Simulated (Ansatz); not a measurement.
Harmonic frequencies (cm⁻¹) at PBE0-D4/def2-TZVP from Ansatz: 36, 110, 111, 187, 210, 274, 319, 335, 495, 601, 856, 924, 938, 966, 989, 1312, 1465, 1471, 3087, 3190, 3196.

Each molecule was computed in one conformer, which needn't be the lowest.

**Question.** Which molecule is it?
A. `C[Si](O)(F)Cl`
B. `CS[Si](Cl)(Cl)Cl`
C. `C[Se][Si](F)(F)F`
D. `C[SiH3]`

**Answer.** C.
